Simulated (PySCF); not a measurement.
# ORD: `CC[C@@H]1[Se]C[C@@H]1F`, C$_{5}$H$_{9}$FSe

Molfile (atoms numbered from 1):
```
C5H9FSe
     RDKit          3D

 16 16  0  0  0  0  0  0  0  0999 V2000
    2.0492   -0.0417   -1.1123 C   0  0  0  0  0  0  0  0  0  0  0  0
    0.9485    0.5638   -0.2551 C   0  0  0  0  0  0  0  0  0  0  0  0
    0.0704   -0.5111    0.3528 C   0  0  2  0  0  0  0  0  0  0  0  0
   -1.1097   -1.4153   -0.9946 Se  0  0  0  0  0  2  0  0  0  0  0  0
   -2.2132   -0.1183    0.0109 C   0  0  0  0  0  0  0  0  0  0  0  0
   -1.1637   -0.0011    1.1058 C   0  0  2  0  0  0  0  0  0  0  0  0
   -1.0264    1.2786    1.5912 F   0  0  0  0  0  0  0  0  0  0  0  0
    1.6100   -0.6642   -1.8927 H   0  0  0  0  0  0  0  0  0  0  0  0
    2.7090   -0.6627   -0.5101 H   0  0  0  0  0  0  0  0  0  0  0  0
    2.6399    0.7394   -1.5828 H   0  0  0  0  0  0  0  0  0  0  0  0
    0.3369    1.2389   -0.8578 H   0  0  0  0  0  0  0  0  0  0  0  0
    1.3815    1.1496    0.5604 H   0  0  0  0  0  0  0  0  0  0  0  0
    0.6661   -1.2324    0.9159 H   0  0  0  0  0  0  0  0  0  0  0  0
   -3.1870   -0.4901    0.3200 H   0  0  0  0  0  0  0  0  0  0  0  0
   -2.3193    0.8049   -0.5576 H   0  0  0  0  0  0  0  0  0  0  0  0
   -1.3997   -0.6294    1.9719 H   0  0  0  0  0  0  0  0  0  0  0  0
  1  2  1  0
  2  3  1  0
  3  4  1  0
  4  5  1  0
  5  6  1  0
  6  7  1  0
  6  3  1  0
  1  8  1  0
  1  9  1  0
  1 10  1  0
  2 11  1  0
  2 12  1  0
  3 13  1  1
  5 14  1  0
  5 15  1  0
  6 16  1  1
M  END
```

Method used: PySCF 2.14.0, TDDFT B3LYP/def2-SVPD circular dichroism and optical rotation, one conformer, gas phase. Geometry: GFN2-xTB.

The molecule is flexible and this is one conformer; a measurement averages over conformers. The calculation is non-relativistic, which matters for the atoms heavier than Zn. States above about 6.2 eV (minus the energy of the highest occupied orbital) lie near or above the ionisation threshold and depend on the basis.

Stereocentres: C3 S, C6 S.

(1) Give the optical rotatory dispersion at 633, 589.3, 546, 436, 405, 365, 355 nm.

Answers

(1) [α] in deg dm⁻¹ (g/mL)⁻¹:
| λ (nm) | origin-invariant length gauge | modified velocity gauge | length gauge (centre of mass) | isotropic polarisability (au) |
| --- | --- | --- | --- | --- |
| 633 | -259.6 | -258.5 | -259.9 | 89.4 |
| 589.3 | -308.1 | -307.3 | -308.6 | 89.8 |
| 546 | -372.4 | -372.1 | -373.0 | 90.3 |
| 436 | -694.5 | -700.7 | -695.9 | 92.4 |
| 405 | -886.5 | -899.6 | -888.2 | 93.3 |
| 365 | -1364.3 | -1404.2 | -1366.9 | 95.1 |
| 355 | -1587.8 | -1644.0 | -1590.7 | 95.7 |

The shortest wavelength is close to the first absorption, where this undamped response comes out too large.

Task: And for the mirror image at 589.3 nm?

Result: +308.1 deg dm⁻¹ (g/mL)⁻¹ (origin-invariant length gauge): the same size and the opposite sign.

Task: What is the molar rotation [Φ] = [α]·M/100 of the geometry above at 589.3 nm?

Result: With M = 167.10 g/mol, -514.9 deg cm² dmol⁻¹ (origin-invariant length gauge).

The first excitation lies at 3.97 eV (312 nm) with R = -4.8 × 10⁻⁴⁰ esu² cm² (velocity form).
